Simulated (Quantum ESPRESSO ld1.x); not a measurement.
Values are calculated unless marked as measured or tabulated.
Task: Species: Se V. Configuration: [Ar] 3d10 4s2. Code: ld1.x of Quantum ESPRESSO 7.5. Model: scalar-relativistic Kohn-Sham, LDA (Slater exchange, Perdew-Zunger correlation), spin-polarised, spherical densities, point nucleus. Some entries of the table are withheld. Estimate them.

orbital  occ.  eigenvalue (eV)  r(max) (bohr)  <1/r> (bohr^-1)
1s          2         -12536.7          0.029            34.51
2s          2         -1656.76          0.164            7.620
2p          6         -1465.09          0.131              (1)
3s          2         -264.176          0.503              (2)
3p          6         -204.178          0.499            2.339
3d         10         -104.653            (3)            2.045
4s          2         -62.1916           1.41           0.8398

Result: 
(1) 2p <1/r> (bohr^-1): 7.471
(2) 3s <1/r> (bohr^-1): 2.488
(3) 3d r(max) (bohr): 0.450
